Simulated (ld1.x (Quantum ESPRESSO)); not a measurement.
**Which change was made? (O, TM)**

oxygen (O), norm-conserving Troullier–Martins (Kleinman–Bylander form), made with ld1.x (Quantum ESPRESSO) 7.5 (PBEsol, non-relativistic). Core [He], reference 2s2 2p3 (charge +1). Waves: 2p (bound): rc 1.60 bohr; 2s (bound): rc 0.85 bohr. Local part: the s channel. Core correction: none.

Cutoffs, loose and tight: the cutoffs (Ry, on a coarse ladder) from which the occupation-weighted sum of valence levels, in a spherical-Bessel basis at the reference potential, stays within 10 and 1 mRy of its value at 400 Ry. They do not see the model core or the augmentation charge, which bear on the density cutoff. Test errors are all-electron minus pseudo excitation energies from the reference, over the configurations 2s2 2p4; 2s2 2p2; 2s2 2p1; 2s2 2p4.3; 2s1 2p4; 2s2 2p3.5; 2s2 2p0; variants that change the core or the reference have their own tests.

The base gives: outcome: generated; cutoff, loose: 80 Ry; cutoff, tight: 180 Ry; bound ghosts: none; largest test error (meV): +2270.

**Question.** After one change the result is: outcome: generated; cutoff, loose: 120 Ry; cutoff, tight: 200 Ry; bound ghosts: none; largest test error (meV): +2257. Which change was it?
A. wave 2s (bound): rc 0.85 bohr becomes 2s (bound): rc 0.54 bohr
B. wave 2s (bound): rc 0.85 bohr becomes 2s (bound): rc 1.30 bohr
C. wave 2s (bound): rc 0.85 bohr becomes 2s (bound): rc 0.68 bohr

**Answer.** C. The others give: wave 2s (bound): rc 0.85 bohr becomes 2s (bound): rc 0.54 bohr → outcome: generated; cutoff, loose: 260 Ry; cutoff, tight: over 300 Ry; bound ghosts: none; largest test error (meV): +2346 | wave 2s (bound): rc 0.85 bohr becomes 2s (bound): rc 1.30 bohr → outcome: generated; cutoff, loose: 55 Ry; cutoff, tight: 90 Ry; bound ghosts: none; largest test error (meV): +2599.
